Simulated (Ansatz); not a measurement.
System: CH2N, charge -1, multiplicity 1. 
Geometry from a B3LYP-D3(BJ)/def2-TZVP (Ansatz, a program for electronic structure) optimisation:
```xyz
4

C     -0.4716     0.0990     0.0495
N      0.7299    -0.1532    -0.0767
H     -1.3284    -0.6706     0.1410
H     -0.9510     1.1489     0.0984
```
Charge -1, spin multiplicity 1.

Basis-set convergence of Hartree-Fock and CCSD correlation energies (hartree) with Ansatz. Cores are frozen in the correlated levels unless marked. Spin-orbit coupling is left out. No relativistic terms. This anion needs diffuse functions, which these sets lack.

```tsv
basis	functions	E(HF)	E(corr, CCSD)
cc-pVDZ	38	-93.37585	-0.32321
cc-pVTZ	88	-93.41244	-0.39084
cc-pVQZ	170	___	___
```

Problem. Complete the blanks.

Solution. 
- cc-pVQZ, E(HF): -93.42381
- cc-pVQZ, E(corr, CCSD): -0.41285
